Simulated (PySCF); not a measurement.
AgI, singlet, at a GFN2-xTB geometry (such geometries of metal compounds can be far from the true shape) (core potentials on Ag, I); PySCF with DF-BHANDHLYP/def2-TZVP.

PySCF was given this input:
```python
from pyscf import gto, scf, dft

mol = gto.M(
    atom='''
Ag   -0.000000   -0.000000   -1.361175
I     0.000000    0.000000    1.207080
''',
    basis='def2-tzvp',
    ecp={'Ag': 'def2-tzvp', 'I': 'def2-tzvp'},
    charge=0,
    spin=0,
    verbose=4,
)

mf = dft.RKS(mol)
mf.xc = 'bhandhlyp'
mf = mf.density_fit(auxbasis='def2-universal-jkfit')
mf.kernel()
```

The log (banner, timings and long lists left out):

```
PySCF version 2.14.0

[INPUT] verbose = 4
[INPUT] num. atoms = 2
[INPUT] num. electrons = 44
[INPUT] charge = 0
[INPUT] spin (= nelec alpha-beta = 2S) = 0
[INPUT] symmetry False subgroup None
[INPUT] Mole.unit = angstrom
[INPUT] Symbol           X                Y                Z      unit          X                Y                Z       unit  Magmom
[INPUT]  1 Ag     0.000000000000   0.000000000000  -1.361175000000 AA    0.000000000000   0.000000000000  -2.572247957605 Bohr   0.0
[INPUT]  2 I      0.000000000000   0.000000000000   1.207080000000 AA    0.000000000000   0.000000000000   2.281050610440 Bohr   0.0

nuclear repulsion = 97.8715801923875
number of shells = 30
number of NR pGTOs = 160
number of NR cGTOs = 90
basis = def2-tzvp
ecp = {'Ag': 'def2-tzvp', 'I': 'def2-tzvp'}

******** <class 'pyscf.df.df_jk.DFRKS'> ********
method = DFRKS
initial guess = minao
damping factor = 0
level_shift factor = 0
DIIS = <class 'pyscf.scf.diis.CDIIS'>
diis_start_cycle = 1
diis_space = 8
diis_damp = 0
SCF conv_tol = 1e-09
SCF conv_tol_grad = None
SCF max_cycles = 50
direct_scf = False
XC library pyscf.dft.libxc version 7.1.2
    S. Lehtola, C. Steigemann, M. J. T. Oliveira, and M. A. L. Marques,  SoftwareX 7, 1–5 (2018)
XC functionals = bhandhlyp
    A. D. Becke,  J. Chem. Phys. 98, 1372 (1993)
    Defined through Gaussian implementation.
radial grids:
    Treutler-Ahlrichs [JCP 102, 346 (1995); DOI:10.1063/1.469408] (M4) radial grids

becke partition: Becke, JCP 88, 2547 (1988); DOI:10.1063/1.454033
pruning grids: <function nwchem_prune>
grids dens level: 3
symmetrized grids: False
atomic radii adjust function: <function treutler_atomic_radii_adjust>
small_rho_cutoff = 0
Set gradient conv threshold to 3.16228e-05
Initial guess from minao.
tot grids = 44400
******** <class 'pyscf.df.df.DF'> ********
auxbasis = def2-universal-jkfit
init E= -390.693753667906
  HOMO = -1.3825333254332  LUMO = -0.987387082348416  gap/eV = 10.75248
cycle= 1 E= -442.239209004351  delta_E= -51.5  |g|= 3.98  |ddm|= 19.6
  HOMO = 0.00884520659367016  LUMO = 0.0182512617864106  gap/eV = 0.25595
cycle= 2 E= -439.259271772343  delta_E= 2.98  |g|= 5.41  |ddm|= 8.12
  HOMO = -0.378794801690304  LUMO = -0.17305426828093  gap/eV = 5.59849
cycle= 3 E= -444.483153515911  delta_E= -5.22  |g|= 0.902  |ddm|= 4.48
  HOMO = -0.315198849065141  LUMO = -0.0999459708921346  gap/eV = 5.85733
cycle= 4 E= -444.587641756586  delta_E= -0.104  |g|= 0.31  |ddm|= 0.803
  HOMO = -0.256572547388984  LUMO = -0.0929954188723734  gap/eV = 4.45116
cycle= 5 E= -444.60115160086  delta_E= -0.0135  |g|= 0.0914  |ddm|= 0.451
  HOMO = -0.278704072786679  LUMO = -0.0884342305681329  gap/eV = 5.17751
cycle= 6 E= -444.603473850965  delta_E= -0.00232  |g|= 0.0228  |ddm|= 0.142
  HOMO = -0.280493978684642  LUMO = -0.0897850289748989  gap/eV = 5.18945
cycle= 7 E= -444.603545679775  delta_E= -7.18e-05  |g|= 0.00624  |ddm|= 0.0164
  HOMO = -0.280306835104102  LUMO = -0.0899340037957526  gap/eV = 5.18031
cycle= 8 E= -444.603551665533  delta_E= -5.99e-06  |g|= 0.00168  |ddm|= 0.0054
  HOMO = -0.280362795970466  LUMO = -0.089930443649143  gap/eV = 5.18193
cycle= 9 E= -444.603552273061  delta_E= -6.08e-07  |g|= 0.000324  |ddm|= 0.00222
  HOMO = -0.280454438155239  LUMO = -0.0899112266655457  gap/eV = 5.18494
cycle= 10 E= -444.603552349513  delta_E= -7.65e-08  |g|= 8.35e-05  |ddm|= 0.000893
  HOMO = -0.280438775502244  LUMO = -0.089912689985141  gap/eV = 5.18448
cycle= 11 E= -444.603552355878  delta_E= -6.36e-09  |g|= 2.13e-05  |ddm|= 0.000321
  HOMO = -0.280441453054876  LUMO = -0.089911261303171  gap/eV = 5.18459
cycle= 12 E= -444.603552356179  delta_E= -3e-10  |g|= 4.57e-06  |ddm|= 4.84e-05
  HOMO = -0.280442892904546  LUMO = -0.0899113542337933  gap/eV = 5.18463
Extra cycle  E= -444.603552356201  delta_E= -2.25e-11  |g|= 2.48e-06  |ddm|= 1.23e-05
converged SCF energy = -444.603552356201
```
